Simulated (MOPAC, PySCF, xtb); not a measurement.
Breaking a bond: AlH, singlet.

Computed with: PM3, restricted, heats of formation (MOPAC); RKS-M06-2X/6-31G* = restricted M06-2X/6-31G*, spherical d run with PySCF 2.14.0; GFN1-xTB (xtb); UCCSD(T) = PySCF with CCSD(T) on UHF/cc-pVTZ, 5 core orbitals frozen.

Energies relative to the lowest point of each curve near equilibrium, in kJ/mol; the last columns give the difference from UCCSD(T):

| R / Å | PM3 | RKS-M06-2X/6-31G* | GFN1-xTB | UCCSD(T) | PM3 − UCCSD(T) | RKS-M06-2X/6-31G* − UCCSD(T) | GFN1-xTB − UCCSD(T) |
|---|---|---|---|---|---|---|---|
| 1.24 | 117.8 | 163.5 | 224.2 | 158.1 | -40.3 | 5.4 | 66.1 |
| 1.34 | 68.6 | 80.7 | 126.2 | 77.7 | -9.1 | 3.0 | 48.6 |
| 1.41 | 41.8 | 44.2 | 81.8 | 42.3 | -0.5 | 1.9 | 39.5 |
| 1.50 | 17.0 | 15.9 | 43.3 | 14.9 | 2.0 | 1.0 | 28.4 |
| 1.58 | 4.2 | 3.6 | 21.5 | 3.2 | 1.0 | 0.4 | 18.3 |
| 1.60 | 2.4 | 2.0 | 17.5 | 1.7 | 0.7 | 0.3 | 15.8 |
| 1.66 | 0.0 | 0.0 | 8.1 | 0.0 | 0.0 | 0.0 | 8.1 |
| 1.70 | 0.7 | 0.7 | 4.0 | 0.8 | -0.1 | -0.1 | 3.1 |
| 1.78 | 6.9 | 6.0 | 0.0 | 6.3 | 0.6 | -0.3 | -6.3 |
| 1.84 | 14.4 | 12.6 | 0.3 | 12.9 | 1.6 | -0.3 | -12.6 |
| 1.92 | 26.9 | 23.9 | 4.1 | 24.1 | 2.8 | -0.2 | -20.0 |
| 2.05 | 49.4 | 46.5 | 16.2 | 46.2 | 3.2 | 0.3 | -30.0 |
| 2.24 | 82.1 | 84.3 | 42.2 | 82.5 | -0.4 | 1.8 | -40.4 |
| 2.49 | 129.4 | 135.8 | 85.2 | 131.2 | -1.9 | 4.5 | -46.0 |
| 2.72 | 181.4 | 181.3 | 128.7 | 173.5 | 7.9 | 7.9 | -44.8 |
| 2.96 | 235.5 | 225.5 | 174.4 | 212.0 | 23.4 | 13.4 | -37.6 |
| 3.33 | 302.6 | 285.4 | 241.7 | 257.8 | 44.8 | 27.7 | -16.1 |
| 3.71 | 355.8 | 336.7 | 305.8 | 284.5 | 71.2 | 52.1 | 21.3 |
| 4.06 | 394.5 | 375.7 | 361.4 | 294.6 | 99.9 | 81.0 | 66.8 |
| 4.46 | 428.6 | 411.8 | 421.6 | 298.7 | 130.0 | 113.2 | 122.9 |
| 5.04 | 463.4 | 449.8 | 501.4 | 300.3 | 163.1 | 149.5 | 201.0 |
| 5.84 | 493.2 | 483.0 | — | 300.8 | 192.4 | 182.2 | — |
| 6.63 | 511.5 | 501.5 | — | 300.9 | 210.6 | 200.6 | — |

PM3 is furthest from UCCSD(T) at 6.63 (210.6 kJ/mol, above); its mean absolute difference over the points is 43.8 kJ/mol.

RKS-M06-2X/6-31G* is furthest from UCCSD(T) at 6.63 (200.6 kJ/mol, above); its mean absolute difference over the points is 36.8 kJ/mol.

GFN1-xTB is furthest from UCCSD(T) at 5.04 (201.0 kJ/mol, above); its mean absolute difference over the points is 42.6 kJ/mol.

A dash means that the run gave no value there, or that the column was ended at a point which the program doubted or which failed a test of continuity chosen for this set; such a test can also cut sound points.

The restricted form behind PM3, RKS-M06-2X/6-31G* keeps the bonding electrons paired and can't separate into open-shell fragments. The unrestricted determinant behind UCCSD(T) is spin-contaminated at 1.24 to 1.92, 2.49 to 6.63 Å (<S²> up to 1.0, against 0.00 for a pure singlet).
